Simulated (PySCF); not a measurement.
Si(H)3(SH), SMILES [SiH3]S (H4SSi), CAM-B3LYP/def2-SVP optimised geometry.

```
6

Si    -0.49    -0.36     0.00
S     -1.29    -1.47    -1.66
H     -0.97     1.05     0.00
H     -0.99    -1.05     1.21
H      0.99    -0.36     0.00
H     -0.73    -0.69    -2.61
```

Density from CAM-B3LYP/def2-TZVP (PySCF 2.14.0) at that geometry.

Minimum of the electron density along straight lines between bonded atoms, close to the bond critical point (lines longer than 1.1 times the sum of covalent radii, or with two minima, are not listed):

```tsv
bond	length / Å	ρ at the minimum / e bohr⁻³	∇²ρ there / e bohr⁻⁵	position (fraction from the first atom)
Si1–S2	2.148	…	0.08	0.36
Si1–H3	1.488	0.123	0.14	0.49
Si1–H4	1.485	0.123	…	0.49
Si1–H5	1.488	0.123	0.14	0.49
S2–H6	1.350	…	-0.60	0.64
```

Problem. Complete the blanks.

Solution. 
- Si1–S2, ρ at the minimum / e bohr⁻³: 0.099
- Si1–H4, ∇²ρ there / e bohr⁻⁵: 0.15
- S2–H6, ρ at the minimum / e bohr⁻³: 0.211
